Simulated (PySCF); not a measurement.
AuClH3N, SMILES [NH3]->[Au][Cl], multiplicity 1.

Geometry optimised at B3LYP-D3(BJ)/def2-TZVP. The multiplicity is an assumed one; other spin states were not compared. The def2 effective core potentials stand for the cores of Au; spin–orbit coupling is left out.

Two levels are set side by side: TDDFT-PBE/def2-SVPD (PySCF) and TDDFT-B3LYP/def2-SVPD (PySCF). Vertical, same geometry. The lowest singlet is HOMO→LUMO 99 % with PBE and HOMO→LUMO 97 % with the other functional; states are paired by order. Differences are taken from unrounded values.

```csv
quantity,TDDFT-B3LYP
lowest singlet excitation (eV),4.55
lowest triplet excitation (TDA) (eV),4.28
```

Task: What does TDDFT-PBE give, and how far is it from TDDFT-B3LYP? (The exact figures need the calculation; the answer reports its results.)

Result: 
```csv
quantity,TDDFT-PBE,TDDFT-PBE minus TDDFT-B3LYP
lowest singlet excitation (eV),3.98,-0.57
lowest triplet excitation (TDA) (eV),3.78,-0.51
```

Functionals without exact exchange tend to place singlet excitations lower, as here. Differences between two approximate levels are no errors against the true value.

Rough cost on one machine, each run with all the roots and properties that it gave: TDDFT-B3LYP against TDDFT-PBE about 2 times.
